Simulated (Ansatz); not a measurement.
System: sum formula BHCl, charge 0, multiplicity 2. It need not be the lowest isomer of its formula. 
Geometry from a B3LYP-D3(BJ)/def2-TZVP (Ansatz, a first-principles code) optimisation:
```xyz
3

B     -1.1616     0.4363     0.0257
Cl     0.4653    -0.1115    -0.0041
H     -2.1022    -0.2864    -0.0582
```
Charge 0, spin multiplicity 2.

Quantity: atomisation energy (electronic, to ground-state atoms), in kJ/mol. Valence correlation only, unless marked. UHF or UKS for open shells. Spin-orbit coupling is left out. No relativistic terms. The coupled-cluster limit lacks core correlation, which all-electron functionals hold. CBS marks a two-point X^-3 extrapolation of the correlation energy; Hartree-Fock from the larger set. [CCSD(T)-MP2]/basis is that difference in the basis named.

```
level                                                                 program  atomisation energy (kJ/mol)
-------------------------------------------------------------  --------------  ---------------------------
B3LYP-D3(BJ)/def2-TZVPD                                        Ansatz + dftd3                        801.4
B2PLYP-D4/def2-TZVPD                                           Ansatz + dftd4                        793.4
CCSD/cc-pV(T+d)Z                                                       Ansatz                        751.7
CCSD/cc-pV(Q+d)Z                                                       Ansatz                        764.7
CCSD(T)/cc-pV(Q+d)Z                                                    Ansatz                        779.0
RI-MP2/CBS(def2-TZVPPD,def2-QZVPPD)+[CCSD(T)-MP2]/def2-TZVPPD          Ansatz                        785.7
CCSD(T)/CBS(aug-cc-pV(T+d)Z,aug-cc-pV(Q+d)Z)                           Ansatz                        788.4
```
